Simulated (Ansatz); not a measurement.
## Ansatz (development build ahead of 0.2.0) run

```yaml
crystal:
  periodic: [false, false, false]
  atoms:
    - { symbol: Co, position_ang: [0.0, 0.0, 0.0] }
    - { symbol: O, position_ang: [0.0, 0.0, 3.306] }
basis:
  gaussian: { orbitals: pcseg-2 }
total_charge: 1
magnetization:
  initial_magnetization: 2
hamiltonian:
  xc: { name: B3LYP }
```

The input is written out in the form of the current development build from the run's settings.

The run gave:

```yaml
Converged: yes
Total_energy: -1457.52295 hartree
Spin_squared_of_the_determinant: 2.000
Stability_test: minimum among restricted orbitals
```

Caution: stretched shape with no unrestricted run beside it, a lower state can exist.
